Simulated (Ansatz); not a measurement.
```xyz
11

C     0.1494   -0.6981   -0.7499
C     1.2277    0.1432   -0.0253
Ga    0.0097    1.5427    0.7558
Si   -1.4238   -0.3297    0.2733
H    -0.0140   -0.3100   -1.7610
H     0.4086   -1.7557   -0.8547
H     1.6501   -0.4172    0.8174
H     2.0666    0.4460   -0.6561
H     0.1763    3.0326    1.2186
H    -1.5239   -1.2666    1.4338
H    -2.7268   -0.3872   -0.4518
```

The species carries charge 0 and has multiplicity 1.

**Question.** List the PBE0/def2-TZVPP orbital energies in eV (Ansatz). (Estimate.)

**Answer.** Computed: Occupied: -10146.97, -1802.07, -1252.85, -1109.03, -1108.93, -1108.91, -277.95, -277.90, -151.08, -144.42, -104.11, -103.82, -103.77, -99.07, -99.06, -99.05, -23.22, -23.06, -23.04, -22.92, -22.89, -20.90, -16.80, -14.34, -12.42, -11.93, -11.02, -10.09, -9.25, -8.70, -7.36, -6.58. Lowest empty: -1.77, 0.10, 0.65, 1.36, 1.73, 1.86, 2.34, 2.64.
